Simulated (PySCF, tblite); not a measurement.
Isomers of C5H6F2O. Computed with GFN2-xTB (tblite): harmonic, unscaled wavenumbers at the GFN2-xTB geometry, gas phase. Errors from tens to a few hundred cm⁻¹ against measured bands are possible. One conformer each.

Electronic energies: PBE0/pcSseg-1 single points on the GFN2-xTB geometries (PySCF, gas phase).

| SMILES | electronic energy, lowest = 0 (kcal/mol) |
| --- | --- |
| FC1=C[C@H](F)COC1 | 10.9 |
| CC(=O)/C(F)=C/CF | 6.7 |
| C=CC[C@H](F)C(=O)F | 0.0 |
| FC(F)COC1=CC1 | 56.3 |

**Question.** How do GFN2-xTB zero-point energies change the relative energies?

**Answer.** 
| SMILES | ZPE (kcal/mol) | of it from modes above 1550 cm⁻¹ | electronic (kcal/mol) | with ZPE, lowest = 0 (kcal/mol) | lowest mode (cm⁻¹) | rings |
| --- | --- | --- | --- | --- | --- | --- |
| C=CC[C@H](F)C(=O)F | 62.6 | 31.1 | 0.0 | 0.0 | 26 | 0 |
| CC(=O)/C(F)=C/CF | 62.0 | 30.7 | 6.7 | 6.1 | 29 | 0 |
| FC1=C[C@H](F)COC1 | 64.2 | 27.8 | 10.9 | 12.5 | 93 | 1 |
| FC(F)COC1=CC1 | 62.5 | 28.6 | 56.3 | 56.2 | 29 | 1 |

The zero-point energies span 2.2 kcal/mol, from `CC(=O)/C(F)=C/CF` to `FC1=C[C@H](F)COC1`. The order is unchanged.

**Question.** And how do the electronic energies of GFN2-xTB itself compare?

**Answer.** `C=CC[C@H](F)C(=O)F` 13.4; `CC(=O)/C(F)=C/CF` 11.0; `FC1=C[C@H](F)COC1` 0.0; `FC(F)COC1=CC1` 48.4 kcal/mol, lowest = 0. Against the energies above, taken from the same isomer `C=CC[C@H](F)C(=O)F`, the largest difference is 24.3 kcal/mol.

**Question.** What do entropy and thermal enthalpy add at 298.15 K and 1 bar (rigid rotor, harmonic oscillator, one conformer each)?

**Answer.** 
| SMILES | point group | symmetry number | S (cal/(mol K)) | H − H(0) (kcal/mol) | ZPE + H − H(0) − TS (kcal/mol) |
| --- | --- | --- | --- | --- | --- |
| C=CC[C@H](F)C(=O)F | C1 | 1 | 94.9 | 6.05 | 40.4 |
| CC(=O)/C(F)=C/CF | C1 | 1 | 95.3 | 6.24 | 39.9 |
| FC1=C[C@H](F)COC1 | C1 | 1 | 83.3 | 5.01 | 44.4 |
| FC(F)COC1=CC1 | C1 | 1 | 92.8 | 5.85 | 40.7 |
